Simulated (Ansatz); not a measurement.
Two isomers of AlH5O3Si: A = `[OH][Al]([OH])[O][SiH3]`, B = `O[SiH](O)[O][AlH2]`.

Gas-phase electronic energies from Ansatz, PBE0-D4/def2-TZVP geometries. CCSD(T)/CBS adds triple-zeta CCSD(T) − MP2 to the extrapolated MP2 energy (def2 sets, frozen cores). This one scheme is used for every species. DFT in def2-TZVPP. B3LYP here is the variant with VWN-RPA as its local correlation; programs differ in this. Each species was taken in one conformer, which may not be the lowest.

Problem. Which is lower in electronic energy at CCSD(T)/CBS, and by how much? (Estimate.)

Solution. Computed: A, by 10.4 kcal/mol.

Problem. Give E(B) − E(A) in kcal/mol with CCSD/def2-TZVPP, PBE-D4, MP2/def2-TZVPP, B3LYP, CCSD(T)/def2-TZVPP, ωB97M-V, B2PLYP. (Best estimate.)

Solution. Ansatz gave: CCSD/def2-TZVPP 10.7, PBE-D4 10.2, MP2/def2-TZVPP 11.5, B3LYP 11.2, CCSD(T)/def2-TZVPP 10.7, ωB97M-V 9.0, B2PLYP 11.2. None reverses the order clearly.

Largest T1 diagnostic: 0.012.

From PBE to PBE0 (25 % exact exchange), in def2-TZVPP and without D4, E(B) − E(A) moves by −0.7 kcal/mol. In def2-TZVPP, CCSD(T) changes the Hartree–Fock value by +2.0 kcal/mol (the triples alone add −0.0 kcal/mol) and MP2 by +2.9 kcal/mol.
